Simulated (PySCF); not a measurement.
Species: gallium cyanide, CGaN (singlet state).
Atom-mapped SMILES: `[N:1]#[C:2][Ga:3]`
Bond orders are those of one Lewis drawing.

Method: PBE0-D3(BJ)/def2-SVP geometry optimisation, gas phase in PySCF; density fitting, grid level 1; the optimiser is geomeTRIC in internal coordinates, started from a GFN2-xTB structure with every atom displaced at random (about 0.01 Å).

Step 2: E = -54885.5376 eV
```
atom  x, y, z in Å  |  force x, y, z in eV/Å
N1     -1.4175   -0.3029    0.0833    0.091  -0.077   0.009
C2     -0.2542   -0.2323    0.0316   -0.112   0.118  -0.015
Ga3     1.6777    0.5005   -0.1341    0.021  -0.041   0.006
```

Step 3: E = -54885.5410 eV
```
atom  x, y, z in Å  |  force x, y, z in eV/Å
N1     -1.4172   -0.3166    0.0851   -0.367  -0.106   0.030
C2     -0.2606   -0.2127    0.0293    0.366   0.149  -0.038
Ga3     1.6837    0.4945   -0.1335    0.001  -0.042   0.007
```

Step 4: E = -54885.5453 eV
```
atom  x, y, z in Å  |  force x, y, z in eV/Å
N1     -1.4170   -0.3414    0.0883   -0.668  -0.148   0.048
C2     -0.2705   -0.1766    0.0250    0.685   0.184  -0.055
Ga3     1.6934    0.4833   -0.1324   -0.017  -0.036   0.007
```

Step 5: E = -54885.5502 eV
```
atom  x, y, z in Å  |  force x, y, z in eV/Å
N1     -1.4140   -0.3767    0.0928   -0.623  -0.158   0.045
C2     -0.2842   -0.1241    0.0187    0.651   0.178  -0.050
Ga3     1.7041    0.4660   -0.1306   -0.028  -0.019   0.005
```

Q: Estimate the geometry and energy of step 6. (The exact step hangs on the optimiser's Hessian estimate; all steps are aligned on step 5, rigid shifts and turns removed.)

A: E = -54885.5524 eV, largest force 0.279 eV/Å
```
atom  x, y, z in Å  |  force x, y, z in eV/Å
N1     -1.4116   -0.3944    0.0950   -0.253  -0.071   0.018
C2     -0.2900   -0.0969    0.0154    0.268   0.076  -0.019
Ga3     1.7075    0.4566   -0.1295   -0.015  -0.004   0.001
```

The energy changes by -0.0022 eV. The first-order estimate −F·Δx gives -0.0027 eV and the mean of the old and new forces, exact on a quadratic surface, -0.0020 eV. The step makes an angle of 85° with the force vector and moves no atom by more than 0.028 Å.

What follows is the cost of the whole optimisation. On one thread, Arm Neoverse V1 (aarch64), no GPU, shared host with 32 logical CPUs at a one-minute load of 23, this took 9.1 s and 0.28 GiB of memory at its peak.
